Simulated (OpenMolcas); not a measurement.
# Nd4+: the spin-orbit constant, worked from levels

```yaml
Program: OpenMolcas
Basis: ANO-R1 [7s5p3d2f]
Scalar_Hamiltonian: X2C, finite nucleus
Active_space: 2 electrons in 7 orbitals (4f)
State_averaging: 2S+1 = 3 even, 21 roots; 2S+1 = 1 even, 28 roots (27 in the spin-orbit step)
Spin-orbit_coupling: RASSI with atomic mean-field integrals over the reference wave functions, term energies averaged over their components
```

Methods: CASSCF; SS-CASPT2, IPEA 0.25 Eh, imaginary shift 0.1 Eh (closed shells correlated: 5s 5p). Measured levels: the list in Carvajal Gallego et al., Mon. Not. R. Astron. Soc. 518, 332 (2023).

**The spin-orbit constant.** For the Hund term ³H of f2, E(J) = (A/2) J(J+1) + constant and ζ = 2S·A = 2A. From J = 4 to J = 6 the energy changes by 11 A.

```csv
Source,E(6) - E(4),A,ζ
CASSCF,6219.1,565.4,1131
SS-CASPT2,6219.2,565.4,1131
measured,5743.4,522.1,1044
```

All in cm-1. SS-CASPT2 is off by +8.3 % and CASSCF by +8.3 %. Both methods take the spin-orbit matrix elements from the reference wave functions, so the second can move ζ only through the term energies and any multistate remixing. Second-order mixing with other terms is absorbed into this ζ.

Term energies are means over components that CASPT2 splits; among the terms shown or strongly mixed into the levels shown the widest spread is 14 cm-1 (4f² ³H, SS-CASPT2). Some high roots are left out of the spin-orbit mixing, which shifts the levels that they would mix with. The basis is small and was not contracted for so high a charge. Without dynamic correlation excited terms often stand tens of per cent too high (terms of higher spin than the ground term too low), and those without a measured partner can miss by more than the paired ones (holds for CASSCF). Computed and measured levels are paired by configuration, term and J; levels that our copy of the source lacks, or whose pairing is in doubt (as where it misses far off the trend of its configuration), stay unpaired and out of the deviations. Levels of configurations outside the active space are missing.
